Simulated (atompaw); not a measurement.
# An all-electron radial function and its pseudo partner (La (Z = 57))

Columns: radius, all-electron u(r) and pseudo u(r) of the 4f shell (level -4.34 eV) of lanthanum in the configuration [Kr] 4d10 4f0 5s2 5p6 5d1 6s2 6p0; PBE, scalar-relativistic, PAW (atompaw) scheme, atompaw 4.2.0.5.

```json
{"r (bohr)": "0.115", "all-electron": "0.0533", "pseudo": "0.0002"}
{"r (bohr)": "0.231", "all-electron": "0.2779", "pseudo": "0.0036"}
{"r (bohr)": "0.346", "all-electron": "0.5412", "pseudo": "0.0169"}
{"r (bohr)": "0.462", "all-electron": "0.7458", "pseudo": "0.0491"}
{"r (bohr)": "0.577", "all-electron": "0.8658", "pseudo": "0.1065"}
{"r (bohr)": "0.692", "all-electron": "0.9142", "pseudo": "0.1907"}
{"r (bohr)": "0.808", "all-electron": "0.9130", "pseudo": "0.2970"}
{"r (bohr)": "0.923", "all-electron": "0.8819", "pseudo": "0.4107"}
{"r (bohr)": "1.038", "all-electron": "0.8347", "pseudo": "0.5155"}
{"r (bohr)": "1.154", "all-electron": "0.7798", "pseudo": "0.5947"}
{"r (bohr)": "1.269", "all-electron": "0.7233", "pseudo": "0.6354"}
{"r (bohr)": "1.385", "all-electron": "0.6670", "pseudo": "0.6365"}
{"r (bohr)": "1.500", "all-electron": "0.6130", "pseudo": "0.6067"}
{"r (bohr)": "1.615", "all-electron": "0.5617", "pseudo": "0.5613"}
{"r (bohr)": "1.731", "all-electron": "0.5130", "pseudo": "0.5130"}
{"r (bohr)": "1.846", "all-electron": "0.4682", "pseudo": "0.4682"}
{"r (bohr)": "1.962", "all-electron": "0.4264", "pseudo": "0.4264"}
{"r (bohr)": "2.077", "all-electron": "0.3884", "pseudo": "0.3884"}
{"r (bohr)": "2.192", "all-electron": "0.3537", "pseudo": "0.3537"}
{"r (bohr)": "2.308", "all-electron": "0.3218", "pseudo": "0.3218"}
{"r (bohr)": "2.423", "all-electron": "0.2932", "pseudo": "0.2932"}
{"r (bohr)": "2.538", "all-electron": "0.2673", "pseudo": "0.2673"}
{"r (bohr)": "2.654", "all-electron": "0.2436", "pseudo": "0.2436"}
{"r (bohr)": "2.769", "all-electron": "0.2225", "pseudo": "0.2225"}
{"r (bohr)": "2.885", "all-electron": "0.2032", "pseudo": "0.2032"}
{"r (bohr)": "3.000", "all-electron": "0.1859", "pseudo": "0.1859"}
```

(1) How many radial nodes do the two functions have?

(2) At about which radius was the pseudo-wave matched?

(3) Is the pseudo-wave norm-conserving?

## Answers

(1) The all-electron 4f function has n − l − 1 = 0; the pseudo-wave has 0.

(2) 1.75 bohr. The columns agree to 0.0005 from 1.61 bohr on; several derivatives are matched, so the curves merge somewhat inside the radius.

(3) No, it belongs to a PAW set: the norm inside the radius is not constrained, and the difference is carried by the augmentation charge.
